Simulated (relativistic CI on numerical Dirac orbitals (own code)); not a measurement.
Method of calculation: Dirac-Coulomb-Breit CI, KLI orbitals optimised for each configuration, model QED (radiative potential, 1s self-energy scaled to tabulated hydrogen-like ionisation energies), unscaled Slater integrals (own radial code, finite nucleus).

The strongest absorption lines from the ground level of an ion, among the configurations computed and to levels below about 155 eV (vacuum wavelength in Å, gf): 79.745 (0.37), 81.773 (0.14), 82.571 (0.11), 83.162 (0.081), 101.63 (0.084), 102.36 (0.11), 102.76 (0.17), 106.31 (0.24).

Which ion is it?
A. Tb26+
B. Pr20+
C. Eu24+
D. Pm22+

D. Pm22+ has 39 electrons and the ground level 4s2.4p6.4d3 4F_3/2; the strongest line goes to 4s2.4p5.4d4 4F°_3/2. The pattern of lines fixes the number of electrons, and along that sequence the line energies rise steadily with the charge (about as its square where n changes within one kind of shell, about linearly where n is kept but much faster in heavy ions where fine structure, which grows about as Z⁴, sets the gap, and irregularly where shells cross), which fixes Z. Configurations outside the model, such as inner-shell arrays, can give stronger lines. At this charge energies of transitions that change n are usually good to better than 1 %, and those within a shell (Δn = 0) to a few per cent. Terms inside the open d or f shell come out 10 to 20 % too wide with unscaled integrals.

LS names give the leading component of a level, which can be under half, so a name can repeat, a term be missing and a line seem to break the LS rules.
